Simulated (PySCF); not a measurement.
Related species of one series. The calculation used core-valence-separated Tamm–Dancoff BHandHLYP/aug-pcX-1 (pcseg-1 on H) in PySCF, non-relativistic, gas phase, PBE0-D3(BJ)/def2-SVP geometry. No shift to experiment was applied. One conformer each. Roots within 0.03 eV on the same or equivalent atoms are summed; «strongest» means within the roots computed.

**Question.** Order them by the first intense line (a tenth or more of the edge's strongest) of the carbon K edge, lowest first.
A. `[CH2:1]=[N:2][CH2:3][CH2:4][CH3:5]`
B. `[CH2:1]=[N:2][B:3]([CH3:4])[CH3:5]`
C. `[CH2:1]=[CH:2][CH2:3][N:4]=[CH2:5]`

**Answer.** C (282.63 eV), A (282.81 eV), B (283.09 eV).

| SMILES | E (eV) | f | core hole on | site | polarised | strongest line (eV) | its f |
| --- | --- | --- | --- | --- | --- | --- | --- |
| C=CCN=C | 282.63 | 0.051 | C1 | terminal =CH2 carbon | normal to the local trigonal plane (1s→π*) | 282.67 | 0.071 |
| C=NCCC | 282.81 | 0.064 | C1 | imine carbon | normal to the local trigonal plane (1s→π*) | 282.81 | 0.064 |
| C=NB(C)C | 283.09 | 0.066 | C1 | C=N carbon | normal to the local trigonal plane (1s→π*) | 283.09 | 0.066 |

The range is 0.46 eV.
